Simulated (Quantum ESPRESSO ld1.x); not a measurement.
Problem. Pd2+, 44 electrons, occupied as [Kr] 4d8. All-electron calculation, Dirac Kohn-Sham, revPBE, spin-unpolarised, spherical densities, point nucleus; open shells are shared between the two j in proportion to 2j + 1; speed of light set to 274.072 atomic units (2 times the physical value, a model run). Program: ld1.x of Quantum ESPRESSO 7.5. Some entries of the table are withheld. Estimate them.

orbital  occ.  eigenvalue (Ry)  <1/r> (bohr^-1)  <r^2> (bohr^2)
1s1/2       2         -1736.96            46.13        0.001442
2s1/2       2         -251.355            10.50         0.02385
2p1/2       2         -233.492            10.50         0.01801
2p3/2       4         -230.712            10.35         0.01834
3s1/2       2         -46.6840            3.707          0.1726
3p1/2       2              (1)            3.619          0.1685
3p3/2       4              (2)            3.583          0.1707
3d3/2       4         -26.1006              (3)          0.1518
3d5/2       6         -25.9985              (4)          0.1525
4s1/2       2         -7.74819            1.419           1.055
4p1/2       2         -5.54533            1.303           1.233
4p3/2       4         -5.46753            1.291           1.250
4d3/2     3.2              (5)           0.9822           2.214
4d5/2     4.8              (6)           0.9791           2.227
5s1/2       0         -1.42904           0.4771           8.087
5p1/2       0         -1.02224           0.3949           11.51
5p3/2       0         -1.01537           0.3923           11.65

Solution. 
(1) 3p1/2 eigenvalue (Ry): -39.5704
(2) 3p3/2 eigenvalue (Ry): -39.0884
(3) 3d3/2 <1/r> (bohr^-1): 3.423
(4) 3d5/2 <1/r> (bohr^-1): 3.413
(5) 4d3/2 eigenvalue (Ry): -2.02802
(6) 4d5/2 eigenvalue (Ry): -2.01823
